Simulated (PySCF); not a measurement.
PW91 on Sc⁻ (scandium, charge -1), [Ar] 3d2 4s2, high-spin 3F determinant. Calculation: PySCF 2.14, in aug-cc-pVTZ (8s7p5d3f2g, 93 functions); no relativity, point nucleus.

```
cycle= 2 E= -760.608414914554  delta_E= 0.035  |g|= 0.222  |ddm|= 1.12
cycle= 3 E= -760.634024163516  delta_E= -0.0256  |g|= 0.113  |ddm|= 1.22
cycle= 4 E= -760.624268433639  delta_E= 0.00976  |g|= 0.147  |ddm|= 0.108
cycle= 5 E= -760.646350339381  delta_E= -0.0221  |g|= 0.032  |ddm|= 0.363
cycle= 6 E= -760.647401637643  delta_E= -0.00105  |g|= 0.00546  |ddm|= 0.143
cycle= 7 E= -760.647436964572  delta_E= -3.53e-05  |g|= 0.000657  |ddm|= 0.0572
cycle= 8 E= -760.647439952903  delta_E= -2.99e-06  |g|= 0.000693  |ddm|= 0.0849
cycle= 9 E= -760.647433275024  delta_E= 6.68e-06  |g|= 0.00143  |ddm|= 0.177
cycle= 10 E= -760.647434734626  delta_E= -1.46e-06  |g|= 0.000174  |ddm|= 0.0976
cycle= 11 E= -760.647434772138  delta_E= -3.75e-08  |g|= 0.000102  |ddm|= 0.0177
cycle= 12 E= -760.647434758677  delta_E= 1.35e-08  |g|= 9.64e-05  |ddm|= 0.0136
cycle= 13 E= -760.647434769043  delta_E= -1.04e-08  |g|= 5.55e-06  |ddm|= 0.00207
cycle= 14 E= -760.647434769045  delta_E= -1.82e-12  |g|= 3.78e-06  |ddm|= 0.000583
converged SCF energy = -760.647434769045  <S^2> = 2.008731  2S+1 = 3.005815
```

Highest occupied orbital energy: 1.771 eV; ⟨L²⟩ = 12.02; populations by l: s 8.00, p 12.00, d 2.00, f 0.00.

(1) Can this result be used?

Results:

(1) With care. The run converged. The configuration of this anion was assumed by filling the next shell in order. It is not the known or likely ground configuration (Ca⁻, Sr⁻ and Ba⁻, for instance, bind a p electron), so these values are not the electron affinity of the element. At PW91 the highest occupied level has a positive energy, so only the finite basis holds that electron.
